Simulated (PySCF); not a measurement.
CH₆Cl₂OSi₂, SMILES [Si](Cl)(C)(Cl)[SiH2]O. The structure is a stationary point at PBE-D3(BJ)/def2-SVP. This is a generated structure with no PubChem entry under its InChIKey; it may be hypothetical. One conformer was computed; it need not be the lowest.

Question: Give the equilibrium geometry at PBE-D3(BJ)/def2-SVP (PySCF confirms it by a frequency run) as a Z-matrix. (An estimate is asked for; the answer gives what the named calculation found.)

Answer: Several could match; the one computed here: 
```
Si
C 1 1.8727
H 2 1.1083 1 110.35
H 2 1.1086 3 108.79 1 121.05
H 2 1.1087 3 108.86 4 118.51
Cl 1 2.0881 2 109.03 3 59.65
Cl 1 2.1139 2 107.25 3 -57.86
Si 1 2.3494 2 117.69 3 -170.54
O 8 1.6889 1 104.50 2 72.08
H 9 0.9769 8 111.84 1 42.45
H 8 1.5000 9 106.80 10 163.05
H 8 1.5078 11 109.50 9 -123.73
```
